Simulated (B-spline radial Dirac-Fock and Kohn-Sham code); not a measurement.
V⁴⁺ 2s: cross section and angular parameters

System: V⁴⁺, 1s2 2s2 2p6 3s2 3p6 3d1; threshold 684.9 eV (orbital energy of the model). The computed values come from a B-spline atomic structure program: Dirac-Hartree-Slater photoionisation with a Latter tail; cross sections with all multipoles, angular parameters from the dipole term and its interference with E2.

```
hν (eV)  σ (kb)      β       γ
   1000    97.0  2.000   0.006
   1150    77.1  2.000  -0.045
 1253.6    66.3  2.000  -0.054
   1440    51.8  2.000  -0.040
   1570    44.1  2.000  -0.018
   2710    14.7  2.000   0.286
   2750    14.3  2.000   0.298
   2820    13.5  2.000   0.317
   3330    9.41  2.000   0.456
   3650    7.67  2.000   0.538
   3660    7.62  2.000   0.540
   3840       ?      ?       ?
 5414.7    3.07  2.000   0.934
   6000    2.40  2.000   1.050
   8400    1.04  1.999   1.464
  11000   0.518  1.999   1.841
  12000   0.411  1.999   1.972
  15000   0.226  1.999   2.328
```

Q: Give the values at 3840 eV.

A: σ = 6.84 kb, β = 2.000, γ = 0.584. For an s subshell δ is negligible.
